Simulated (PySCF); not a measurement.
## Charge on either side of a bond

Compound: CH10OSi3.
Numbering: `[OH:1][SiH2:2][CH:3]([SiH3:4])[SiH3:5]` (hydrogens: H6 on O1; H7, H8 on Si2; H9 on C3; H10, H11, H12 on Si4; H13, H14, H15 on Si5)

Cartesian coordinates in Å at the GFN2-xTB level; atoms count from 1:
```
atom  x, y, z in Å
O1     2.6395    0.5582   -0.3248
Si2    1.4944   -0.5979   -0.3662
C3    -0.1384   -0.0397    0.4352
Si4   -0.6928    1.6778   -0.1619
Si5   -1.4999   -1.3488    0.2297
H6     2.8992    0.9825    0.4878
H7     1.3805   -0.8071   -1.8019
H8     1.9806   -1.7910    0.3385
H9     0.0433    0.0468    1.5123
H10    0.3419    2.6822    0.1173
H11   -1.9037    2.0836    0.5618
H12   -0.9707    1.6576   -1.5981
H13   -1.8075   -1.5425   -1.1883
H14   -2.7144   -0.9279    0.9373
H15   -1.0564   -2.6257    0.7993
```

Atomic charges (e) from the PBE0/pcSseg-1 density (PySCF):

```csv
atom,Mulliken,IAO,Hirshfeld,ESP-fitted
O1,-0.5581,-0.7861,-0.3060,-0.6879
Si2,+0.8755,+1.0081,+0.3872,+0.6740
C3,-1.1303,-0.9566,-0.2825,-0.5351
Si4,+0.4921,+0.5962,+0.3022,+0.3878
Si5,+0.4860,+0.5956,+0.3058,+0.3054
H6,+0.2412,+0.3625,+0.1766,+0.4291
H7,-0.0976,-0.1383,-0.0772,-0.0941
H8,-0.1110,-0.1585,-0.0894,-0.1558
H9,+0.1986,+0.1662,+0.0420,+0.1848
H10,-0.0750,-0.1151,-0.0789,-0.1034
H11,-0.0715,-0.1172,-0.0795,-0.1017
H12,-0.0598,-0.1147,-0.0730,-0.0775
H13,-0.0571,-0.1160,-0.0744,-0.0749
H14,-0.0655,-0.1119,-0.0755,-0.0685
H15,-0.0676,-0.1143,-0.0773,-0.0822
```

Q: Cut each of the bonds O1–Si2, Si2–C3 and Si4–C3 in turn and sum the charges on the side of the atom named first.

A: In e; the other side holds the opposite charge:

```
bond cut  piece  atoms  Mulliken     IAO  Hirshfeld  ESP-fitted
  O1–Si2     OH      2    -0.317  -0.424     -0.129      -0.259
  Si2–C3  SiOH3      5    +0.350  +0.288     +0.091      +0.165
  Si4–C3   SiH3      4    +0.286  +0.249     +0.071      +0.105
```

Extremes among these pieces. Mulliken: lowest OH at O1, highest SiOH3 at Si2; IAO: lowest OH at O1, highest SiOH3 at Si2; Hirshfeld: lowest OH at O1, highest SiOH3 at Si2; ESP-fitted: lowest OH at O1, highest SiOH3 at Si2.

Q: Do the schemes agree better on the pieces than on the single atoms at the cuts?

A: The spread between schemes averages 0.256 e for the pieces and 0.465 e for the atoms named first; it is smaller for the piece at 3 of the 3 cuts. On average they agree better on the pieces.

Isolated species at its GFN2-xTB geometry (one conformer only).
